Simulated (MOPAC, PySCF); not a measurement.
H6B4, SMILES `BB(B)B`, neutral singlet in the gas phase. 

Cartesian coordinates (Å):
```xyz
10

B     -0.4748     1.4541    -0.5280
B      0.0004     0.0007    -0.0001
B     -1.0947    -1.1580     0.2735
B      1.5701    -0.2958     0.2545
H     -0.7511     2.3213     0.2490
H     -0.5561     1.6767    -1.7010
H     -1.4083    -1.9146    -0.5990
H     -1.6033    -1.2702     1.3510
H      2.0616    -0.0848     1.3250
H      2.2562    -0.7295    -0.6250
```
Charge 0, spin multiplicity 1.

All levels are single points at this geometry (PBE0-D4/def2-TZVP); Pople sets use spherical d functions. Orbital energies aren't observables, and empty levels follow the basis.

```
level                            HOMO (eV)  LUMO (eV)  gap (eV)  dipole (D)  vertical IE, Delta-SCF (eV)
-------------------------------  ---------  ---------  --------  ----------  ---------------------------
B3LYP-D3(BJ)/def2-TZVP in PySCF      -8.36      -2.15      6.21        0.00                        10.64
PBE0-D4/def2-TZVP in PySCF           -8.56      -1.95      6.61        0.00                        10.63
B3LYP/3-21G in PySCF                 -8.36      -1.92      6.44        0.00                            –
B3LYP/6-311+G** in PySCF             -8.37      -2.18      6.20        0.00                            –
B3LYP/6-31G* in PySCF                -8.14      -1.74      6.40        0.00                        10.51
BP86/6-31G* in PySCF                 -7.28      -2.64      4.64        0.00                            –
PBE/6-31G* in PySCF                  -7.18      -2.56      4.62        0.00                        10.33
SVWN5/6-31G* in PySCF                -7.27      -2.81      4.47        0.00                            –
HF/3-21G in PySCF                   -11.49       1.93     13.42        0.00                            –
HF/6-31G* in PySCF                  -11.31       2.18     13.49        0.00                         9.86
HF/STO-3G in PySCF                   -9.98       6.34     16.32        0.00                            –
PM3 in MOPAC                        -12.24      -0.21     12.04        0.00                            –
PM6 in MOPAC                         -9.86      -0.49      9.37        0.00                            –
```
